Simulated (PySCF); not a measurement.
Computed shifts of a molecule C2H6GeO2, PySCF with PBE/pcSseg-1, GIAO, gas phase, atoms alike by connectivity averaged where their shifts nearly agree, in ppm (number of nuclei): ¹³C: 158.4 (1), 97.2 (1). ¹H: 7.14 (1), 5.96 (1), 5.73 (1), 5.01 (1), 4.56 (1), 1.61 (1). References: ¹³C against TMS (σ = 182.0 ppm); ¹⁷O against H2O (σ = 334.3 ppm); ⁷³Ge against GeH4 (σ = 1614.4 ppm); ¹H against TMS (σ = 31.49 ppm), references at their B3LYP-D3(BJ)/def2-TZVP geometries, non-relativistic. Coordinates come from a r2SCAN-D4/def2-SVP optimisation. Other conformers were not sampled.

Task: Which molecule gave these data?
(A) O=C(O)[CH2][GeH3]
(B) C=C[O][GeH2][OH]
(C) C=[CH][GeH]([OH])[OH]
(D) [OH][GeH]1[CH2]O[CH2]1

Result: B, C=C[O][GeH2][OH]
